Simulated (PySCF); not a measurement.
FLi, charge +1, doublet, geometry from GFN2-xTB (such geometries of metal compounds can be far from the true shape) (a state made from the parent by changing its charge; the spin is typed, not shown lowest); BHANDHLYP/def2-SVP (PySCF).

Input for PySCF:
```python
from pyscf import gto, scf, dft

mol = gto.M(
    atom='''
Li   -0.000000   -0.000000   -1.659744
F     0.000000    0.000000    0.553248
''',
    basis='def2-svp',
    charge=1,
    spin=1,
    verbose=4,
)

mf = dft.UKS(mol)
mf.xc = 'bhandhlyp'
mf.kernel()
```

**Question.** Predict the main parts of the log of this PySCF run.

**Answer.** 
```
PySCF version 2.14.0

[INPUT] verbose = 4
[INPUT] num. atoms = 2
[INPUT] num. electrons = 11
[INPUT] charge = 1
[INPUT] spin (= nelec alpha-beta = 2S) = 1
[INPUT] symmetry False subgroup None
[INPUT] Mole.unit = angstrom
[INPUT] Symbol           X                Y                Z      unit          X                Y                Z       unit  Magmom
[INPUT]  1 Li     0.000000000000   0.000000000000  -1.659744000000 AA    0.000000000000   0.000000000000  -3.136461596890 Bohr   0.0
[INPUT]  2 F      0.000000000000   0.000000000000   0.553248000000 AA    0.000000000000   0.000000000000   1.045487198963 Bohr   0.0

nuclear repulsion = 6.45632008377798
number of shells = 11
number of NR pGTOs = 40
number of NR cGTOs = 23
basis = def2-svp
ecp = {}

******** <class 'pyscf.dft.uks.UKS'> ********
method = UKS
initial guess = minao
damping factor = 0
level_shift factor = 0
DIIS = <class 'pyscf.scf.diis.CDIIS'>
diis_start_cycle = 1
diis_space = 8
diis_damp = 0
SCF conv_tol = 1e-09
SCF conv_tol_grad = None
SCF max_cycles = 50
direct_scf = True
direct_scf_tol = 1e-13
number electrons alpha = 6  beta = 5
XC library pyscf.dft.libxc version 7.1.2
    S. Lehtola, C. Steigemann, M. J. T. Oliveira, and M. A. L. Marques,  SoftwareX 7, 1–5 (2018)
XC functionals = bhandhlyp
    A. D. Becke,  J. Chem. Phys. 98, 1372 (1993)
    Defined through Gaussian implementation.
radial grids:
    Treutler-Ahlrichs [JCP 102, 346 (1995); DOI:10.1063/1.469408] (M4) radial grids

becke partition: Becke, JCP 88, 2547 (1988); DOI:10.1063/1.454033
pruning grids: <function nwchem_prune>
grids dens level: 3
symmetrized grids: False
atomic radii adjust function: <function treutler_atomic_radii_adjust>
small_rho_cutoff = 0
Set gradient conv threshold to 3.16228e-05
tot grids = 27984
init E= -106.924025671875

cycle= 1 E= -106.902167912846  delta_E= 0.0219  |g|= 0.116  |ddm|= 0.845
cycle= 2 E= -106.906764369563  delta_E= -0.0046  |g|= 0.0443  |ddm|= 0.0855
cycle= 3 E= -106.907364352284  delta_E= -0.0006  |g|= 0.0184  |ddm|= 0.0375
cycle= 4 E= -106.907489630695  delta_E= -0.000125  |g|= 0.00191  |ddm|= 0.0121
cycle= 5 E= -106.907492572466  delta_E= -2.94e-06  |g|= 0.000445  |ddm|= 0.00237
cycle= 6 E= -106.907492739233  delta_E= -1.67e-07  |g|= 6.03e-05  |ddm|= 0.000629
cycle= 7 E= -106.907492742991  delta_E= -3.76e-09  |g|= 5.65e-06  |ddm|= 9.83e-05
cycle= 8 E= -106.907492743035  delta_E= -4.41e-11  |g|= 1.8e-06  |ddm|= 1.02e-05
Extra cycle  E= -106.907492743047  delta_E= -1.15e-11  |g|= 1.66e-06  |ddm|= 3.64e-06
converged SCF energy = -106.907492743047  <S^2> = 0.75165455  2S+1 = 2.0016539
```
